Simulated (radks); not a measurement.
The numbers below are computed, except where a source is named.
Q: All-electron atom: the vanadium ion V22+ in 1s1. Level of theory: Dirac Kohn-Sham, PBEsol, spin-unpolarised, spherical densities, finite nucleus; Fermi nuclear charge, rms radius 3.6002 fm (a radial shooting solver on a logarithmic mesh with Libxc functionals). Some entries of the table are withheld. Estimate them.

| orbital | occ. | eigenvalue (eV) | r(max) (bohr) |
|---|---|---|---|
| 1s1/2 | 1 | -7049.582 | (1) |
| 2s1/2 | 0 | (2) | 0.2281 |
| 2p1/2 | 0 | -1702.975 | (3) |
| 2p3/2 | 0 | -1690.889 | (4) |

A: 
(1) 1s1/2 r(max) (bohr): 0.04294
(2) 2s1/2 eigenvalue (eV): -1716.596
(3) 2p1/2 r(max) (bohr): 0.1750
(4) 2p3/2 r(max) (bohr): 0.1768
